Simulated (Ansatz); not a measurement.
Reaction (ligand exchange at the In–S bond): `[NH2][In]([SH])[SH]` + CH₃OH → `C[O][In]([NH2])[SH]` + H₂S

Gas-phase electronic energies from Ansatz, PBE0-D4/def2-TZVP geometries. CCSD(T)/CBS is the MP2 limit (def2-TZVPP, def2-QZVPP) plus CCSD(T) − MP2 in def2-TZVPP, frozen cores. This one scheme is used for every species. DFT in def2-TZVPP. def2 core potentials past Kr. For In outer-core shells are correlated without core-valence functions, which leaves a few kJ/mol of doubt a bond. One conformer a species, not always the lowest.

```
         level  ΔE (kcal/mol)
          PBE0           18.2
MP2/def2-QZVPP           16.3
```

Task: What does CCSD(T)/CBS give? (Estimate.)

Result: Ansatz gave: +15.6 kcal/mol. The listed levels differ from it by 2.6, 0.7 kcal/mol.

Largest T1 diagnostic among the species: 0.015.

Leaving LDA and LC-ωPBE aside and taking each functional with its dispersion term where it has one, the values, not all of them listed here, spread over 4.0 kcal/mol, from BLYP-D4 to HSE06-D4. From r2SCAN to r2SCAN0 (25 % exact exchange), in def2-TZVPP and without D4, ΔE moves by +1.8 kcal/mol.
